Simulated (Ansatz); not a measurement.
Single points on the cluster B₁₃⁺.

```yaml
crystal:
  periodic: [false, false, false]
  atoms:
    - {symbol: B, position_ang: [-1.679083, -0.053348, -0.808854]}
    - {symbol: B, position_ang: [-0.019856, -1.815040, 0.894225]}
    - {symbol: B, position_ang: [-1.443911, -1.136364, 0.363824]}
    - {symbol: B, position_ang: [-0.601387, -0.384899, 1.619459]}
    - {symbol: B, position_ang: [-1.247132, 1.530307, -0.318397]}
    - {symbol: B, position_ang: [1.108921, 0.578196, -1.393690]}
    - {symbol: B, position_ang: [-0.476125, 0.754592, -1.637255]}
    - {symbol: B, position_ang: [-1.711087, 0.465789, 0.814365]}
    - {symbol: B, position_ang: [1.012648, -0.385654, 1.094632]}
    - {symbol: B, position_ang: [1.907820, -0.520036, -0.430575]}
    - {symbol: B, position_ang: [1.374909, -1.859858, 0.182067]}
    - {symbol: B, position_ang: [0.323740, 1.832727, -0.586470]}
    - {symbol: B, position_ang: [1.450553, 0.993577, 0.206659]}
basis:
  gaussian: {orbitals: def2-TZVP, initial_orbitals: start.molden}
total_charge: 1
hamiltonian: {xc: pbe0, dispersion: d4}
scf: {omitted_lower_state_checks: [starts]}
output: {orbitals: {seedname: orbitals}}
```

The file start.molden holds the orbitals of an earlier run on this structure, at another level or in another basis.

```sh
$ ansatz run in.yaml --threads 4 --pin off --events-out ev --progress --plain --max-ram 6963MiB
```

It prints (some lines left out):

```
Functional definition: PBE0
2197 factors; their error is unknown
mean field evaluation 1: about -8507.7244 eV, gradient 2.6e2 eV
mean field evaluation 2: about -8592.1614 eV, gradient 1.3e2 eV
mean field evaluation 4: about -8734.7634 eV, gradient 4.0e1 eV
mean field evaluation 8: about -8765.7053 eV, gradient 1.4e-2 eV
mean field -8765.71557757 eV, -322.1341058605 hartree, gradient 1.4e-5 eV, S^2 0.000000; 0 other end points of the search recorded, 0 dependent functions left out
reference -8765.71561682 eV, -322.1341073026 hartree; 32, 32 occupied and 371, 371 virtual orbitals, 2197 factors
Total energy: -8766.28546340 eV, -322.1550487784 hartree
Checks for a lower state left out: starts
```

It took 17 s on 4 threads of Arm Neoverse V2 on a shared host, peak host memory 1.6 GiB.

As the first input, with `hamiltonian: {xc: pbe, dispersion: d4}` (abridged; 8.5 s):

```
Functional definition: PBE
mean field -8764.65667732 eV, -322.0951919938 hartree, gradient 1.5e-5 eV, S^2 0.000000
Total energy: -8765.32492745 eV, -322.1197497333 hartree
Checks for a lower state left out: starts
```

The first input with `gaussian: {orbitals: 6-31G}`, `hamiltonian: {xc: hf}` (abridged; 1.3 s):

```
Functional definition: HF
mean field -8707.73426193 eV, -320.0033318115 hartree, gradient 1.2e-5 eV, S^2 0.000000
Total energy: -8707.73426193 eV, -320.0033318115 hartree
Checks for a lower state left out: starts
```

First input, but with `gaussian: {orbitals: def2-SVP, initial_orbitals: start.molden}`, `correlation: {method: ccsd_t}` and without the key `hamiltonian` (abridged; 75 s):

```
Functional definition: HF
mean field -8705.87200225 eV, -319.9348950308 hartree, gradient 1.7e-6 eV, S^2 0.000000
13 core orbitals not correlated: weight in the atoms' cores, before any rotation towards them, 1.000 or more for the frozen orbitals, at most 0.000 for the correlated occupied ones
second order -31.32985408 eV of doubles, -0.00000000 eV of singles
cycle   1  -28.69073775 eV  change     2.6e0 eV  update   2.5e-1
cycle   2  -30.18130149 eV  change    -1.5e0 eV  update   1.0e-1
cycle   3  -30.44404299 eV  change   -2.6e-1 eV  update   3.1e-2
cycle   4  -30.42904136 eV  change    1.5e-2 eV  update   1.1e-2
cycle   5  -30.42663513 eV  change    2.4e-3 eV  update   5.9e-3
cycle   6  -30.42894402 eV  change   -2.3e-3 eV  update   2.5e-3
cycle   7  -30.42750794 eV  change    1.4e-3 eV  update   1.2e-3
cycle   8  -30.42720838 eV  change    3.0e-4 eV  update   5.8e-4
cycle   9  -30.42759089 eV  change   -3.8e-4 eV  update   2.9e-4
cycle  10  -30.42768055 eV  change   -9.0e-5 eV  update   1.5e-4
cycle  11  -30.42748933 eV  change    1.9e-4 eV  update   9.1e-5
cycle  12  -30.42761225 eV  change   -1.2e-4 eV  update   4.9e-5
cycle  13  -30.42756215 eV  change    5.0e-5 eV  update   2.5e-5
cycle  14  -30.42760195 eV  change   -4.0e-5 eV  update   1.3e-5
perturbative correction -2.67384087 eV, -0.0982618395 hartree
Total energy: -8738.97344508 eV, -321.1513506176 hartree
Checks for a lower state left out: starts
```

As the first input, with `gaussian: {orbitals: def2-SVP, initial_orbitals: start.molden}`, `hamiltonian: {xc: pbe, dispersion: d4}` (abridged; 3.1 s):

```
Functional definition: PBE
mean field -8755.99164259 eV, -321.7767578407 hartree, gradient 1.5e-5 eV, S^2 0.000000
Total energy: -8756.65988394 eV, -321.8013152576 hartree
Checks for a lower state left out: starts
```

As the first input, with `hamiltonian: {xc: r2scan, dispersion: d4}` (abridged; 16 s):

```
Functional definition: r2SCAN
mean field -8772.66113459 eV, -322.3893503731 hartree, gradient 1.7e-5 eV, S^2 0.000000
Total energy: -8772.81242246 eV, -322.3949100995 hartree
Checks for a lower state left out: starts
```

The first input with `gaussian: {orbitals: def2-SVP, initial_orbitals: start.molden}`, `hamiltonian: {xc: pbe}`, `correlation: {method: rpa}` and without the key `output` (abridged; 6.5 s):

```
Functional definition: PBE
mean field -8755.99149969 eV, -321.7767525895 hartree, gradient 5.6e-6 eV, S^2 0.000000
13 core orbitals not correlated: weight in the atoms' cores, before any rotation towards them, 1.000 or more for the frozen orbitals, at most 0.000 for the correlated occupied ones
Total energy: -8750.83984714 eV, -321.5874328502 hartree
Checks for a lower state left out: starts
```

Geometry: r2SCAN-D4/def2-SVP.

Correlated methods freeze 13 core orbitals. The structure comes from a short search, and lower isomers may exist.
